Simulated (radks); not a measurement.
Q: Co2+, configuration [Ar] 3d7. Calculated with a radial shooting solver on a logarithmic mesh with Libxc functionals: scalar-relativistic Kohn-Sham, PBE, spin-polarised, spherical densities, finite nucleus; open shells are filled with parallel spins first; Fermi nuclear charge, rms radius 3.7875 fm; hard spherical wall at 10 bohr. Some entries of the table are withheld. Estimate them.

| orbital | occ. | eigenvalue (hartree) | r(max) (bohr) | <r> (bohr) |
|---|---|---|---|---|
| 1s down | 1 | -279.7357 | 0.03678 | 0.05619 |
| 1s up | 1 | -279.7354 | 0.03678 | 0.05619 |
| 2s up | 1 | -33.74311 | 0.2131 | 0.2556 |
| 2s down | 1 | -33.68643 | 0.2130 | 0.2553 |
| 2p up | 3 | -28.99505 | 0.1720 | 0.2251 |
| 2p down | 3 | -28.95233 | 0.1719 | 0.2248 |
| 3s up | 1 | -4.51415 | 0.6688 | 0.7736 |
| 3s down | 1 | -4.39105 | 0.6695 | 0.7756 |
| 3p up | 3 | (1) | 0.6786 | 0.8151 |
| 3p down | 3 | (2) | 0.6798 | 0.8188 |
| 3d up | 5 | -1.04028 | 0.6665 | 1.008 |
| 3d down | 2 | -0.92942 | 0.6728 | 1.044 |
| 4s up | 0 | -0.78472 | 2.078 | 2.400 |
| 4s down | 0 | -0.74759 | 2.123 | 2.455 |
| 4p up | 0 | -0.55026 | 2.477 | 2.869 |
| 4p down | 0 | -0.52315 | 2.540 | 2.951 |

A: 
(1) 3p up eigenvalue (hartree): -3.16290
(2) 3p down eigenvalue (hartree): -3.04217
